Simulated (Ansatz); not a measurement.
Z-matrix (Å, degrees):
```
C
Al 1 1.950
H 1 1.096 2 109.9
H 1 1.094 2 111.9 3 -118.8
H 1 1.093 2 112.2 3 119.1
C 2 2.004 1 136.5 3 85.2
Si 2 2.428 1 151.9 3 -92.1
O 6 1.447 2 97.8 1 -178.3
H 6 1.097 2 116.8 1 65.6
H 6 1.097 2 116.9 1 -62.2
H 7 1.495 2 123.9 1 -75.6
H 7 1.495 2 124.0 1 71.2
```

Total charge 0; spin multiplicity 1.

Question: List the B3LYP/def2-TZVPP orbital energies in eV (Ansatz 0.2.0). (Estimate.)

Answer: Computed: Occupied: -1798.79, -1524.26, -520.05, -277.36, -276.40, -143.27, -112.26, -98.62, -98.56, -98.56, -73.00, -72.82, -72.76, -26.95, -18.87, -17.70, -14.00, -11.97, -11.91, -11.20, -11.14, -11.01, -9.50, -9.38, -7.39, -6.90, -6.56. Lowest empty: -1.75, -0.36, -0.07, 0.52, 1.51, 2.20, 2.27, 2.43.

B3LYP here is the variant with VWN-RPA as its local correlation; programs differ in this.
